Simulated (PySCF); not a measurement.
Job file and geometry (Å, from GFN2-xTB) of an NMR shielding run on `O=C[C@@H]1B(Cl)CCC[C@@H]1Cl`, C$_{6}$H$_{9}$BCl$_{2}$O, PySCF, GIAO PBE0/pcSseg-1 NMR shielding, non-relativistic, gas phase; density fitting, a coarse starting grid and PySCF grid level 2 are the driver's defaults:

```
$ OMP_NUM_THREADS=1 python probes_run.py task.json out

{"job": {"kind": "nmr", "xc": "PBE0", "basis": "pcSseg-1"}, "charge": 0, "multiplicity": 1}
O      1.465228    -0.105943    -2.015838
C      1.960946    -0.019220    -0.929804
C      1.245389     0.335323     0.357457
B      0.653730    -1.070652     0.860788
Cl     1.663450    -2.131090     1.721939
C     -0.806104    -1.468722     0.418169
C     -1.742880    -0.268949     0.212451
C     -1.068283     0.838844    -0.593469
C      0.138430     1.374457     0.160243
Cl     0.814508     2.801587    -0.704810
H      3.033298    -0.240737    -0.773050
H      1.996400     0.734651     1.043576
H     -0.706502    -1.981172    -0.546345
H     -1.278970    -2.190670     1.086761
H     -2.041118     0.125591     1.186031
H     -2.645956    -0.592252    -0.306516
H     -0.747161     0.458900    -1.563112
H     -1.774847     1.653610    -0.760085
H     -0.169361     1.755695     1.138152
```

Question: What does the program print?

Answer: 
```
coarse grid: 17520 points
cycle   1  E = -1253.5965015939  dE =  1.478e+00  |g| = 8.166e-01  |ddm| = 4.011e+00
cycle   2  E = -1253.1630699350  dE =  4.334e-01  |g| = 1.688e+00  |ddm| = 2.289e+00
cycle   3  E = -1253.7309907643  dE = -5.679e-01  |g| = 1.915e-01  |ddm| = 1.796e+00
cycle   4  E = -1253.7386405340  dE = -7.650e-03  |g| = 6.757e-02  |ddm| = 2.146e-01
cycle   5  E = -1253.7395769182  dE = -9.364e-04  |g| = 1.683e-02  |ddm| = 6.348e-02
cycle   6  E = -1253.7396392587  dE = -6.234e-05  |g| = 4.964e-03  |ddm| = 2.248e-02
cycle   7  E = -1253.7396444710  dE = -5.212e-06  |g| = 1.511e-03  |ddm| = 5.850e-03
final grid: 161504 points
cycle   8  E = -1253.8065561114  dE = -4.789e-05  |g| = 1.338e-02  |ddm| = 3.851e-02
cycle   9  E = -1253.8064723211  dE =  8.379e-05  |g| = 2.475e-02  |ddm| = 2.763e-02
cycle  10  E = -1253.8065896434  dE = -1.173e-04  |g| = 2.820e-03  |ddm| = 1.936e-02
cycle  11  E = -1253.8065911746  dE = -1.531e-06  |g| = 5.300e-04  |ddm| = 2.704e-03
cycle  12  E = -1253.8065912356  dE = -6.105e-08  |g| = 1.419e-04  |ddm| = 6.946e-04
cycle  13  E = -1253.8065912399  dE = -4.254e-09  |g| = 4.603e-05  |ddm| = 1.942e-04
cycle  14  E = -1253.8065912404  dE = -5.166e-10  |g| = 9.865e-06  |ddm| = 5.193e-05
converged SCF energy = -1253.8065912404

GIAO shielding tensors (ppm)
atom      isotropic    diamagn.    paramagn.     s11        s22        s33       span
  0 O     -380.181     401.965    -782.146  -1051.672   -451.529    362.659   1414.331
  1 C      -16.763     245.873    -262.636   -105.630    -36.161     91.503    197.134
  2 C      113.031     256.768    -143.737     64.818    128.046    146.230     81.412
  3 B       27.932     187.527    -159.595    -34.382     18.613     99.564    133.946
  4 Cl     643.448    1147.842    -504.394    371.755    584.982    973.608    601.853
  5 C      158.341     251.270     -92.930    143.020    157.536    174.467     31.447
  6 C      159.944     246.953     -87.009    149.212    157.803    172.817     23.604
  7 C      148.971     247.521     -98.550    137.055    146.362    163.498     26.443
  8 C      119.265     243.349    -124.084     89.941    117.983    149.872     59.931
  9 Cl     752.096    1146.477    -394.380    495.821    709.144   1051.324    555.502
 10 H       21.742      26.994      -5.251     18.905     20.831     25.492      6.587
 11 H       27.738      32.420      -4.682     23.106     28.198     31.910      8.805
 12 H       30.514      29.790       0.724     26.548     29.438     35.554      9.006
 13 H       30.100      29.281       0.818     24.948     29.951     35.401     10.453
 14 H       30.330      30.520      -0.190     26.034     28.995     35.960      9.925
 15 H       29.652      29.369       0.283     24.067     28.088     36.802     12.734
 16 H       28.334      30.378      -2.045     24.535     27.809     32.656      8.121
 17 H       29.665      30.052      -0.387     24.312     29.853     34.829     10.518
 18 H       27.794      30.519      -2.726     23.695     28.438     31.248      7.554
```

Size and cost of the density-fitted run: 229 basis functions, 80 s wall time on 1 thread of an Arm Neoverse N1, shared host; peak memory 1.1 GiB.
